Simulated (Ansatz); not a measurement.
CH₄N₂Si, SMILES `C1=N[SiH2]N1`. Charge 0, multiplicity 1. Geometry: relaxed with PBE0-D4/def2-TZVP.

```xyz
8

C     0.407    1.064    0.045
N    -0.524    1.004   -0.851
Si   -0.617   -0.705   -0.437
N     0.743   -0.180    0.563
H     0.916    1.976    0.373
H    -1.816   -1.127    0.326
H    -0.291   -1.713   -1.474
H     1.183   -0.319    1.456
```

Task: What is the dipole moment at ωB97M-V/def2-TZVPP? (Estimate.)

Result: Computed: 2.99 D, with components (1.21, -1.40, 2.35) D in this frame, pointing from negative to positive charge.

Task: And with PBE, r2SCAN, B3LYP? (Best estimate.)

Result: The calculation gave: PBE 2.92 D, r2SCAN 3.00 D, B3LYP 2.98 D.

Task: Give the Mulliken charges with ωB97M-V, PBE, B3LYP in def2-TZVPP. (Estimate.)

Result: Ansatz gave: 
```csv
atom,ωB97M-V,PBE,B3LYP
C1,0.19,0.13,0.17
N2,-0.44,-0.36,-0.42
Si3,0.45,0.44,0.53
N4,-0.36,-0.32,-0.38
H5,0.12,0.09,0.12
H6,-0.03,-0.07,-0.08
H7,-0.04,-0.07,-0.08
H8,0.11,0.14,0.13
```

B3LYP here is the variant with VWN-RPA as its local correlation; programs differ in this.
